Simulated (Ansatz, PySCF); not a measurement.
The pair A = AlH3 (SMILES [AlH3]) (first 4 atoms), B = H2S (SMILES S); geometry from B3LYP-D3(BJ)/def2-TZVP.
(charge 0, multiplicity 1):
```
atom    x (Å)    y (Å)    z (Å)
----  -------  -------  -------
Al    -0.2520  -0.1264   0.4923
H     -1.0017  -1.4932   0.8004
H     -1.1170   1.1968   0.3387
H      1.1968  -0.1837  -0.1560
S      0.5777   0.4083   2.8718
H      1.0835  -0.8003   3.1740
H     -0.5693   0.1725   3.5329
```

Frozen-core correlation. CBS: X⁻³ extrapolation of the correlation energy, Hartree–Fock from the larger set.

Programs: Ansatz (an electronic-structure program) with Gaussian orbitals; PySCF for the dispersion terms. Each number belongs to the level named beside it.

The monomers are drawn apart, rigid, along the line of their centres of mass. Counterpoise-corrected interaction energies (kcal/mol):

```csv
level,R = 3.636 Å,R = 4.667 Å
PBE/def2-TZVPPD,-5.8059,-1.6000
PBE-D3(BJ)/def2-TZVPPD,-6.5997,-1.9196
wB97M-V/def2-TZVPPD,-6.0861,-1.7232
"CCSD(T)/CBS(aug-cc-pV(D+d)Z, aug-cc-pV(T+d)Z)",-5.7398,-1.6952
```

Q: R is the distance of the centres of mass. Find the local exponent m of E ∝ R⁻ᵐ between the two points.

A: 
m = ln(E₁/E₂)/ln(R₂/R₁): PBE/def2-TZVPPD 5.2; PBE-D3(BJ)/def2-TZVPPD 4.9; wB97M-V/def2-TZVPPD 5.1; CCSD(T)/CBS(aug-cc-pV(D+d)Z, aug-cc-pV(T+d)Z) 4.9. For scale, two fixed dipoles give m = 3, dipole and quadrupole 4, quadrupoles 5, and dispersion or dipole-induced dipole 6 at long range; at these distances several terms mix, and what is left of overlap and damping shifts m, so it need not match one of them.
